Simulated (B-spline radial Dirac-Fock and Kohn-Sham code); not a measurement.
# Diagram lines of Pd²²⁺

System: the Pd²²⁺ ion in the configuration 1s2 2s2 2p6 3s2 3p6 3d6.

Calculated with a B-spline atomic structure program, using ΔSCF Dirac-Fock with Breit, self-energy and vacuum polarisation, finite nucleus, configuration average. A line energy is the difference of two single-hole energies; the list is a selection of electric-dipole transitions between resolved j subshells. No correlation.

| line | energy (eV) | wavelength (Å) |
| --- | --- | --- |
| Kβ1 (K-M3) | 23935.9 | 0.51798 |
| Kβ3 (K-M2) | 23904.1 | 0.51867 |
| Kα1 (K-L3) | 21191.0 | 0.58508 |
| Kα2 (K-L2) | 21032.6 | 0.58948 |
| Lβ3 (L1-M3) | 3178.0 | 3.9013 |
| Lβ4 (L1-M2) | 3146.2 | 3.9408 |
| Lη (L2-M1) | 2762.2 | 4.4887 |
| Lℓ (L3-M1) | 2603.8 | 4.7616 |
